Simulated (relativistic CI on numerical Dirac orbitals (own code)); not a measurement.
## Co²⁺: L2,3 absorption edge

Computed with this model: Dirac-Coulomb-Breit CI, separate exchange-only KLI orbitals for each configuration, a model potential for QED, valence Slater integrals scaled by 0.7, multiplet model of core-to-valence dipole absorption; configurations [Ar] 3d7 → [He] 2s2 2p5 3s2 3p6 3d8; 300 K; Lorentzian 0.4 eV and Gaussian 0.3 eV FWHM. Energies are those of the free ion, without screening or charge transfer. The branching ratio is the share of the lower-energy edge in the whole absorption, uncertain by about 0.02 where the edges overlap. S is read from ⟨S²⟩ = S(S + 1).

Field parameters in Wybourne normalisation: D3d B²₀ = −7Dσ, B⁴₀ = −14Dq − 21Dτ, B⁴₃ = −14√(10/7) Dq; D4h B²₀ = −7Ds, B⁴₀ = 21(Dq − Dt), B⁴₄ = 21√(5/14) Dq; Oh B⁴₀ = 21Dq, B⁴₄ = √(5/14) B⁴₀; Td as Oh with Dq negative (B⁴₀ = 21Dq, B⁴₄ = √(5/14) B⁴₀). The field is a parameter set, without covalency.

Case D3d, 10Dq = 10500, Dσ = 300, Dτ = 330 cm⁻¹, the dichroism is that of the ground state at zero temperature, magnetised by exchange field 10 meV on Sz. The dichroism I(Δm = −1) − I(Δm = +1), over the sum of the three polarisations, integrates to -0.2911 on the lower edge and 0.0300 on the upper edge. The branching ratio is 0.785.

Task: Use the orbital sum rule with 3 holes to get ⟨Lz⟩.

Result: For a p → d edge ⟨Lz⟩ = 2 × n_h × (sum of both integrals) in this sign convention = -1.57; the ground state itself has ⟨Lz⟩ = -1.55 and ⟨Sz⟩ = -1.49. The rule assumes one radial integral for both edges, which relativistic orbitals only approach.
